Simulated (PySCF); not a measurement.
A structure optimised at PBE-D3(BJ)/def2-SVP, used in a PySCF frequency run:

```xyz
12

C      1.6264     1.1648     0.0000
C      0.1704     0.7675     0.0000
Br    -0.0621    -1.1756     0.0000
C     -0.8569     1.5641    -0.7591
C     -0.8569     1.5641     0.7591
H      2.1468     0.7776     0.8987
H      1.7120     2.2712     0.0000
H      2.1468     0.7776    -0.8987
H     -0.5013     2.4606    -1.2933
H     -1.6631     1.0172    -1.2701
H     -0.5013     2.4606     1.2933
H     -1.6631     1.0172     1.2701
```

### Question
Write its SMILES, formula and point group.

### Answer
CC1(Br)CC1, C4H7Br, Cs

### Question
What are its rotational constants (standard atomic weights)?

### Answer
5.5878, 2.1811, 1.8182 GHz
